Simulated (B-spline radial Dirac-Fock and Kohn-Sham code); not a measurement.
**Binding energies of Eu⁴⁶⁺**

System: the Eu⁴⁶⁺ ion in the configuration [Ne] 3s2 3p5; nuclear rms radius 5.1115 fm (A = 153).

Input of the calculation (task.json; shells as n, l, electrons):

```json
{"items": [{
  "Z": 63,
  "q": 46,
  "cfg": [[1, 0, 2], [2, 0, 2], [2, 1, 6], [3, 0, 2], [3, 1, 5]],
  "A": 153,
  "rrms": 5.1115,
  "do": ["binding"]
}]}
```

Command: `python xray_run.py task.json out`

Level of theory: Dirac-Fock (average of configuration) total-energy differences with a finite nucleus, the Breit interaction including its frequency dependence, and self-energy and vacuum-polarisation corrections; a B-spline atomic structure program. Correlation energy is missing from these numbers. Energies are counted from the vacuum level. Subshells whose hole state is unreliable or did not converge are left out.

All terms are in eV, carry their sign (relaxation lowers the binding energy) and add up to the binding energy; ⟨r⟩ is the mean radius of the orbital in the initial state.

```tsv
subshell	−ε (Koopmans)	relaxation	Gaunt	retardation	QED	binding energy	⟨r⟩ (bohr)
1s	51787.2	-31.53	-149.49	13.02	-69.83	51549.4	0.022
2s	11001.1	-7.02	-15.71	1.02	-9.71	10969.7	0.093
2p1/2	10591.0	-9.20	-25.82	2.56	0.34	10558.8	0.078
3s	4254.1	-0.86	-3.69	0.35	-2.56	4247.4	0.229
3p	3984.5	-0.96	-4.97	0.92	-0.16	3979.4	0.227
```

For the deepest level, K (1s), the Breit terms make up -0.265 % of the binding energy, QED -0.135 % and orbital relaxation -0.061 %.

Going to the tabulated ground configuration of the next ion removes an electron from M2,3 (3p), computed at 3979.4 eV. NIST lists 3921 ± 4 eV as the ionisation energy of this species (theoretical), -58.36 eV from the computed value. Where a p, d or f shell is open in either ion the computed value averages over both j values and all terms, while the table refers to the lowest levels; that difference holds spin-orbit splitting (largest in heavy or highly charged ions), term energies where several electrons share open shells, and correlation, and it can reach 10 % or more.
